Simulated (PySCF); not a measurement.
## How the method moves the HOMO and LUMO of `C=C[SiH2]N[SiH2]P`

Species: C2H10NPSi2.
Geometry (PBE0-D3(BJ)/def2-SVP, Å), atoms numbered from 1 in this order:
```
atom  x, y, z in Å
C1    -3.1991    1.3673   -0.1183
C2    -2.0040    0.9062   -0.5060
Si3   -1.1777   -0.5638    0.2964
N4     0.3819   -0.1317    0.9471
Si5    1.9274   -0.8928    0.7165
P6     3.4147    0.6695    0.0226
H7    -3.7587    0.8994    0.7007
H8    -3.6785    2.2293   -0.5964
H9    -1.4900    1.4192   -1.3306
H10   -0.9176   -1.6531   -0.6920
H11   -2.1259   -1.0622    1.3451
H12    0.3852    0.6814    1.5601
H13    1.7228   -2.0064   -0.2564
H14    2.5001   -1.4576    1.9811
H15    4.4818   -0.2690   -0.1359
H16    3.0111    0.6028   -1.3465
```

Basis pcSseg-1 throughout (PySCF), one geometry. Geometry: PBE0-D3(BJ)/def2-SVP, one conformer, isolated molecule.

Q: How do the orbital energies, the gap and the dipole change with the method?

A: 
```
   method                    kind  HOMO (eV)  LUMO (eV)  gap (eV)  μ (D)  SCF cycles
     BLYP                     GGA      -5.80      -1.46      4.34   0.81          15
    B97-D                     GGA      -5.95      -1.51      4.44   0.81          15
      PBE                     GGA      -5.97      -1.65      4.32   0.81          15
     OPBE                     GGA      -5.97      -1.54      4.43   0.83          16
      KT2                     GGA      -6.03      -1.66      4.37   0.79          16
      KT3                     GGA      -6.03      -1.58      4.46   0.79          16
      LDA                     LDA      -6.07      -1.88      4.19   0.78          14
     BP86                     GGA      -6.08      -1.74      4.34   0.82          15
    B3LYP           global hybrid      -6.93      -0.84      6.09   0.82          13
    B97-2           global hybrid      -6.93      -0.69      6.24   0.84          13
     PBE0           global hybrid      -7.17      -0.66      6.51   0.84          13
 mPW1PW91           global hybrid      -7.20      -0.66      6.53   0.84          13
BHandHLYP           global hybrid      -8.20       0.47      8.66   0.86          12
CAM-B3LYP  range-separated hybrid      -8.42       0.53      8.95   0.82          12
  wB97X-D  range-separated hybrid      -8.99       1.14     10.13   0.86          12
  LC-wPBE  range-separated hybrid      -9.78       1.64     11.42   0.86          13
       HF            Hartree–Fock      -9.80       3.05     12.86   0.97          10
```

The HOMO spans 4.00 eV, from BLYP down to HF, and the gap runs from 4.19 eV (LDA) to 12.86 eV (HF). Over the methods BLYP (0 %), B97-D (0 %), PBE (0 %), OPBE (0 %), KT2 (0 %), KT3 (0 %), LDA (0 %), BP86 (0 %), B3LYP (20 %), B97-2 (21 %), PBE0 (25 %), mPW1PW91 (25 %), BHandHLYP (50 %), HF (100 %), a straight line through the gap against the share of exact exchange rises by 0.85 eV for each 10 % (correlation coefficient 1.000). The dipole ranges from 0.78 D (LDA) to 0.97 D (HF). This basis has no diffuse functions.

The vertical ΔSCF ionisation energy at wB97X-D/def2-SVPD is 9.06 eV; −ε(HOMO) comes closest to it with wB97X-D (8.99 eV).
